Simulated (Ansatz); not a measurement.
AlF$_{3}$, singlet, at a GFN2-xTB geometry (such geometries of metal compounds can be far from the true shape); R2SCAN/aug-cc-pVDZ (Ansatz, a program for electronic structure).

The Ansatz input:
Ansatz 0.2 input:
```yaml
crystal:
  periodic: [false, false, false]
  atoms:
    - {symbol: Al, position_ang: [0.00000000, -0.00000000, -0.00000000]}
    - {symbol: F, position_ang: [-0.02093275, 1.63085400, 0.03791596]}
    - {symbol: F, position_ang: [1.42318261, -0.79710311, -0.02717492]}
    - {symbol: F, position_ang: [-1.40224986, -0.83375089, -0.01074104]}
basis:
  gaussian:
    orbitals: aug-cc-pVDZ
hamiltonian:
  xc: r2scan
accuracy: high
```

Task: What does Ansatz print? Leave out banner, timings and long lists.

Result: 
```
Functional definition: r2SCAN
1903 factors; integrals over basis functions are off by at most 3.4e-9 eV
mean field evaluation 1: about -14743.9334 eV, gradient 6.6e1 eV
mean field evaluation 2: about -14726.0651 eV, gradient 1.3e2 eV
mean field evaluation 4: about -14750.4343 eV, gradient 8.5e-1 eV
mean field evaluation 8: about -14750.4354 eV, gradient 2.8e-2 eV
mean field evaluation 16: about -14750.4354 eV, gradient 5.7e-7 eV
mean field -14750.43540817 eV, -542.0685030460 hartree, gradient 3.1e-8 eV, S^2 0.000000; 0 other end points of the search recorded, 0 dependent functions left out
reference -14750.43540968 eV, -542.0685031016 hartree; 20, 20 occupied and 76, 76 virtual orbitals, 1903 factors
Total energy: -14750.43540968 eV, -542.0685031016 hartree
```
